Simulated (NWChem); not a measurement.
System: C₃H₁₀Si; SMILES CC(C)[SiH3]

Computed with NWChem. Structure relaxed at the PBE0/def2-SVP level. No frequency run checked for a minimum. Level: PBE0/def2-SVP with SMD, gas-phase geometry; reactions with the solvents are ignored.

```json
[
 {"SMD term (kcal/mol)": "distortion of the solute's density", "water": "0.09", "benzene": "0.02"},
 {"SMD term (kcal/mol)": "polarisation", "water": "-0.98", "benzene": "-0.51"},
 {"SMD term (kcal/mol)": "cavity, dispersion and structure", "water": "3.59", "benzene": "-1.70"}
]
```

Question: Sum the solvation free energies, find the transfer free energy from water to benzene and the partition coefficient at 298.15 K.

Answer: 
1. ΔG(solv, water) = 2.70 kcal/mol and ΔG(solv, benzene) = -2.19 kcal/mol (1 M gas to 1 M solution).
2. Transfer: -2.19 − (2.70) = -4.89 kcal/mol.
3. log₁₀ K(benzene/water) = −ΔG/(RT ln 10) = 4.89/1.364 = 3.6, so the model puts more of the solute in benzene.
4. Of the transfer energy, 0.40 kcal/mol is electrostatic and -5.29 comes from the non-electrostatic term. The two phases are taken as the pure solvents.
